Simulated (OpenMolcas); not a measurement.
## Nb4+: moving or changing the point charges

Nb4+ among 5 point charges of -1.5 e arranged as a trigonal bipyramid (D3h), 1.98 Å from the ion, with the axial distance 1.762 Å.

```json
{
  "Program": "OpenMolcas 26.06",
  "Method": "CASSCF",
  "Basis": "ANO-RCC-VDZP [6s5p3d1f]",
  "Scalar Hamiltonian": "DKH2, point nucleus",
  "Active space": "1 electron in 5 orbitals (4d)",
  "State averaging": "2S+1 = 2 even, 5 roots",
  "Spin-orbit coupling": "RASSI with atomic mean-field integrals over the reference wave functions"
}
```

Runs around this geometry, states (labels of D3, the rotations of D3h). Energies in cm-1 above the lowest state or level, χT in cm3 K/mol.

```tsv
R (Å)	q (e)	Axial / equatorial distance	Ground state	First state of that spin	First gap with spin-orbit (degeneracies)	χT at 300 K
1.98	-0.75	0.89	2E	2E 1332	1626 (2, 2)	0.206
1.98	-1.5	0.89	2E	2E 3270	1437 (2, 2)	0.192
2.2	-1.5	0.89	2E	2E 3110	1524 (2, 2)	0.196
1.98	-1.5	0.96	2E	2E 661.3	1180 (2, 2)	0.209
```

Taking the first state of the same spin as R^-n, n = -ln(3110 / 3270) / ln(2.2 / 1.98) = 0.5 between the shortest and longest distance.

Scaling the charges by -0.75 / -1.5 = 0.50 scales the first state of the same spin by 1332 / 3270 = 0.41; with fixed orbitals a first-order splitting would follow the charge.

An orbital doublet at a regular site is open to a Jahn-Teller distortion, which this geometry leaves out. This is an electrostatic model: the charges have no orbitals. No measured value stands beside these numbers.
